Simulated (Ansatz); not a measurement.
A nudged elastic band was laid between two geometries of CH₃AlS₂ (7 atoms, charge 0, multiplicity 1).

All numbers below come from Ansatz 0.2.0, RKS BHLYP-D4/6-31G*.

```
movable images  : 5
climbing image  : yes
spring          : 5.0 eV/Å²
optimiser       : quadratic models (default)
start path      : through a guess of the saddle point
force threshold : 0.05 eV/Å
iteration limit : 55
end points      : relaxed
```

First end point:

```xyz
7
Properties=species:S:1:pos:R:3
S -2.639 0.221 -0.194
Al -0.481 0.120 -0.092
C 1.178 -0.632 0.463
S 1.388 0.941 -0.645
H -2.662 1.314 -0.965
H 1.619 -1.497 -0.013
H 1.598 -0.468 1.445
```

Last end point:

```xyz
7
Properties=species:S:1:pos:R:3
S -2.338 1.092 -0.802
Al -0.303 0.508 -0.362
C 1.057 -0.576 0.421
S 1.759 0.901 -0.610
H -2.891 0.090 -0.107
H 1.368 -1.522 0.000
H 1.348 -0.493 1.459
```

(1) What changes between the two ends?

(2) What energy profile does the band end with?

(3) What is the geometry of the highest image?

(4) What are the harmonic wavenumbers there?

Answers

(1) No bond is made or broken. The dihedral H5–S1–Al2–S4 goes from 0 to 180°.

(2) The forces met the threshold. The highest image is number 3 of 0 to 6, 0.162 eV above the first end and 0.149 eV above the last; the last end lies 0.013 eV above the first. A vibrational analysis at the climbing image gives one clearly imaginary mode, 230i cm⁻¹: a first-order saddle point.

| image | path coordinate (Å) | energy (eV) | dihedral H5–S1–Al2–S4 (°) |
| --- | --- | --- | --- |
| 0 | 0.00 | 0.000 | 0 |
| 1 | 0.49 | 0.037 | 25 |
| 2 | 0.98 | 0.119 | 57 |
| 3 | 1.47 | 0.162 | 91 |
| 4 | 1.94 | 0.124 | 121 |
| 5 | 2.41 | 0.050 | 151 |
| 6 | 2.87 | 0.013 | 180 |

(3) 
```xyz
7
Properties=species:S:1:pos:R:3
S -2.543 0.895 0.005
Al -0.411 0.447 0.038
C 1.121 -0.626 0.406
S 1.555 1.081 -0.403
H -2.723 0.350 -1.206
H 1.436 -1.442 -0.229
H 1.564 -0.706 1.390
```

(4) 230i, 139, 147, 358, 533, 571, 658, 701, 813, 1002, 1073, 1518, 2773, 3221, 3294 cm⁻¹.

The run took 2 min on 1 thread of Arm Neoverse V2 (shared host), peak memory 0.15 GiB.
